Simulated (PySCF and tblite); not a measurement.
Computed ¹H and ¹³C shifts (ppm) of 5 molecules with 7 carbons each, averaged over conformers at 298.15 K: GIAO PBE0/6-31G* on GFN2-xTB geometries, unscaled, against TMS (¹H), TMS (¹³C) at the same level; H on other atoms than carbon is left out (PySCF, tblite).

P. ¹H: 1.97 (2H), 1.77 (2H), 1.58 (2H), 1.53 (2H), 1.52 (2H), 1.04 (3H) ¹³C: 128.4 (1C), 36.3 (1C), 32.5 (1C), 30.2 (1C), 25.4 (1C), 24.7 (1C), 15.4 (1C)
Q. ¹H: 3.77 (2H), 3.38 (2H), 1.26 (3H), 1.06 (9H) ¹³C: 79.5 (1C), 66.5 (1C), 32.5 (1C), 26.9 (3C), 16.7 (1C)
R. ¹H: 5.62 (1H), 2.47 (2H), 2.28 (2H), 1.73 (2H), 1.72 (2H), 1.71 (2H) ¹³C: 140.9 (1C), 109.3 (1C), 36.6 (1C), 32.5 (1C), 29.9 (1C), 28.7 (1C), 27.6 (1C)
S. ¹H: 10.25 (1H), 4.44 (1H), 4.20 (1H), 3.82 (3H), 1.47 (3H), 1.22 (3H) ¹³C: 196.3 (1C), 164.9 (1C), 77.4 (1C), 72.4 (1C), 50.6 (1C), 20.9 (1C), 15.8 (1C)
T. ¹H: 6.64 (1H), 5.97 (1H), 5.62 (1H), 5.53 (1H), 5.25 (2H), 2.47 (2H), 1.31 (3H) ¹³C: 149.1 (1C), 133.1 (1C), 123.3 (1C), 113.3 (1C), 76.8 (1C), 30.0 (1C), 16.2 (1C)

The molecules:
1. C7H11Br, SMILES BrC=C1CCCCC1
2. C₇H₁₁FSe, SMILES C=C[Se]/C(=C/CF)CC
3. C₇H₁₂O₄, SMILES COC(=O)[C@H](C)O[C@H](C)C=O
4. C₇H₁₃F₃, SMILES CCCCCCC(F)(F)F
5. neo-PeOEt, C7H16O, SMILES CCOCC(C)(C)C

**Question.** Which spectrum belongs to which molecule?

**Answer.** P is 4; Q is 5; R is 1; S is 3; T is 2.

Assigned:
1. [Br:1][CH:2]=[C:3]1[CH2:4][CH2:5][CH2:6][CH2:7][CH2:8]1: ¹³C: 140.9 (C3), 109.3 (C2), 36.6 (C8), 32.5 (C4), 29.9 (C7), 28.7 (C5), 27.6 (C6) ppm.
2. [CH2:1]=[CH:2][Se:3]/[C:4](=[CH:5]/[CH2:6][F:7])[CH2:8][CH3:9]: ¹³C: 149.1 (C4), 133.1 (C2), 123.3 (C5), 113.3 (C1), 76.8 (C6), 30.0 (C8), 16.2 (C9) ppm.
3. [CH3:1][O:2][C:3](=[O:4])[C@H:5]([CH3:6])[O:7][C@H:8]([CH3:9])[CH:10]=[O:11]: ¹³C: 196.3 (C10), 164.9 (C3), 77.4 (C8), 72.4 (C5), 50.6 (C1), 20.9 (C6), 15.8 (C9) ppm.
4. [CH3:1][CH2:2][CH2:3][CH2:4][CH2:5][CH2:6][C:7]([F:8])([F:9])[F:10]: ¹³C: 128.4 (C7), 36.3 (C6), 32.5 (C3), 30.2 (C4), 25.4 (C5), 24.7 (C2), 15.4 (C1) ppm.
5. [CH3:1][CH2:2][O:3][CH2:4][C:5]([CH3:6])([CH3:7])[CH3:8]: ¹³C: 79.5 (C4), 66.5 (C2), 32.5 (C5), 26.9 (C6/C7/C8), 16.7 (C1) ppm.

Unscaled shifts at such levels can be off by 15 ppm or more for ¹³C and 0.8 ppm for ¹H.

For scale, the study of BrC=C1CCCCC1 took 90 s on 1 thread of Intel Xeon @ 2.70GHz, shared host (rough), launched as `OMP_NUM_THREADS=1 python ens_run.py task.json out`.
